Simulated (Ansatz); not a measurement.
Relaxation of C$_{2}$H$_{6}$O$_{2}$SiSn (12 atoms, charge 0, multiplicity 1), to a largest force component of 0.015 eV/Å in at most 40 steps.

These are results of RKS PBE/def2-SVP in Ansatz 0.2.0, not measurements.

```xyz
12
Properties=species:S:1:pos:R:3
O -1.762 -2.227 0.701
Si -1.594 -0.936 1.845
O -3.010 -0.838 2.860
C -4.282 -0.551 2.240
C -5.329 -0.434 1.759
Sn -7.201 -0.104 0.904
H -2.591 -1.911 0.186
H -0.448 -1.118 2.689
H -1.405 0.347 1.096
H -8.376 0.136 2.150
H -7.598 -1.493 -0.072
H -7.129 1.344 -0.124
```

**Question.** Where does it end, and by what steps?

**Answer.** The run converged. The force dipped under the threshold on the way, but the program's further checks kept it going. After 15 steps the energy has fallen by 0.967 eV; H7 moved furthest, 0.47 Å. The start is strongly strained (largest force component 12 eV/Å).

```json
{"step": "0", "energy less start (eV)": "0.0000", "largest force component (eV/Å)": "11.883", "accepted": "yes"}
{"step": "1", "energy less start (eV)": "-0.7872", "largest force component (eV/Å)": "2.101", "accepted": "yes"}
{"step": "2", "energy less start (eV)": "-0.9189", "largest force component (eV/Å)": "1.306", "accepted": "yes"}
{"step": "3", "energy less start (eV)": "-0.9354", "largest force component (eV/Å)": "0.872", "accepted": "yes"}
{"step": "4", "energy less start (eV)": "-0.9574", "largest force component (eV/Å)": "0.233", "accepted": "yes"}
{"step": "5", "energy less start (eV)": "-0.9629", "largest force component (eV/Å)": "0.058", "accepted": "yes"}
{"step": "6", "energy less start (eV)": "-0.9643", "largest force component (eV/Å)": "0.043", "accepted": "yes"}
{"step": "7", "energy less start (eV)": "-0.9648", "largest force component (eV/Å)": "0.160", "accepted": "yes"}
{"step": "8", "energy less start (eV)": "-0.9655", "largest force component (eV/Å)": "0.050", "accepted": "yes"}
{"step": "9", "energy less start (eV)": "-0.9660", "largest force component (eV/Å)": "0.012", "accepted": "yes"}
{"step": "10", "energy less start (eV)": "-0.9663", "largest force component (eV/Å)": "0.073", "accepted": "yes"}
{"step": "11", "energy less start (eV)": "-0.9665", "largest force component (eV/Å)": "0.033", "accepted": "yes"}
{"step": "12", "energy less start (eV)": "-0.9664", "largest force component (eV/Å)": "0.156", "accepted": "no"}
{"step": "13", "energy less start (eV)": "-0.9667", "largest force component (eV/Å)": "0.009", "accepted": "yes"}
{"step": "14", "energy less start (eV)": "-0.9668", "largest force component (eV/Å)": "0.020", "accepted": "yes"}
{"step": "15", "energy less start (eV)": "-0.9668", "largest force component (eV/Å)": "0.009", "accepted": "yes"}
```

```xyz
12
Properties=species:S:1:pos:R:3
O -1.635 -2.228 0.809
Si -1.623 -0.900 1.807
O -3.068 -0.808 2.752
C -4.228 -0.593 2.206
C -5.339 -0.400 1.700
Sn -7.242 -0.053 0.920
H -2.241 -2.200 0.048
H -0.556 -1.113 2.819
H -1.546 0.391 1.049
H -8.356 0.122 2.225
H -7.692 -1.393 -0.073
H -7.203 1.388 -0.031
```

Whether the end is a true minimum wasn't checked by a vibrational analysis.

Run time: 41 s on 2 threads of Arm Neoverse V2 (shared host), peak memory 0.17 GiB.
